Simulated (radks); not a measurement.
The numbers below are computed, except where a source is named.
Q: Coherent X-ray form factor from a spherical all-electron density. Code: a radial shooting solver on a logarithmic mesh with Libxc functionals. Model: scalar-relativistic Kohn-Sham, SCAN, spin-polarised, spherical densities, finite nucleus; meta-GGA in the generalised Kohn-Sham scheme; Fermi nuclear charge, rms radius of each element as measured or else 0.836 A^(1/3) + 0.57 fm.

sin(theta)/lambda (1/angstrom),f0 (electrons)
0.05,78.098
0.1,75.623
0.15,72.116
0.2,68.138
0.25,64.099
0.3,60.226
0.4,53.317
0.5,47.567
0.6,42.776
0.8,35.122
1,29.075
1.25,23.258
1.5,19.244
2,14.876

The species is in the configuration that NIST lists as its ground one. Which atom or ion scatters so?

A: The mercury ion Hg+, [Xe] 4f14 5d10 6s1. Extrapolating in s^2 from the first two rows gives f0(0) = 78.9, near the electron count 79; among species with that count, the fall with angle is slower the higher Z, and the table is that of Z = 80; from so few rows the species is fixed only to a neighbour or two.
